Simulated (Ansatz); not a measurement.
Program: Ansatz. Geometries: PBE0-D4/def2-TZVP. ΔE: electronic, gas phase. CCSD(T)/CBS adds triple-zeta CCSD(T) − MP2 to the extrapolated MP2 energy (def2 sets, frozen cores). This one scheme is used for every species. DFT in def2-TZVPP. For Br outer-core shells are correlated without core-valence functions, which leaves a few kJ/mol of doubt a bond. Scalar relativity is left out up to krypton.

Reaction (hydrogenolysis of the Si–Br bond): `Br[SiH]1BC1` + H₂ → `B1C[SiH2]1` + HBr

`Br[SiH]1BC1`:

Cartesian coordinates in Å:
```
Br -0.949 -1.425 -2.321
Si -0.029 -0.977 -0.357
B 1.108 0.497 -0.050
C -0.156 0.777 0.670
H -0.571 -1.951 0.612
H 1.839 1.197 -0.666
H -0.601 0.130 1.435
H -0.641 1.752 0.678
```

H₂:

```xyz
2

H    -0.173    0.290   -0.158
H     0.173   -0.290    0.158
```

`B1C[SiH2]1`:

Z-matrix (Å, degrees):
```
C
Si 1 2.033
B 1 1.486 2 63.3
H 1 1.088 2 139.0 3 -110.8
H 1 1.093 2 86.3 3 131.3
H 2 1.480 1 102.1 3 -130.0
H 2 1.487 1 125.0 3 104.0
H 3 1.187 1 132.1 2 -141.0
```

HBr:

Z-matrix (Å, degrees):
```
Br
H 1 1.420
```

| level | ΔE (eV) |
| --- | --- |
| LDA (SPW92) | 0.82 |
| revPBE-D4 | 0.89 |

Problem. What does CCSD(T)/CBS give? (Estimate.)

Solution. The calculation gave: +0.85 eV. The listed levels differ from it by -0.03, 0.04 eV.

Largest T1 diagnostic among the species: 0.014.

From r2SCAN to r2SCAN0 (25 % exact exchange), in def2-TZVPP and without D4, ΔE moves by −0.03 eV. The D4 term adds +0.08 eV with B3LYP and +0.04 eV with PBE0; it sums over pairs of atoms, weighted by their polarisabilities, and B3LYP, whose exchange is more repulsive, gets the larger term. Leaving LDA and LC-ωPBE aside and taking each functional with its dispersion term where it has one, the values, not all of them listed here, spread over 0.14 eV, from CAM-B3LYP-D4 to r2SCAN-D4.

B3LYP here is the variant with VWN-RPA as its local correlation; programs differ in this.
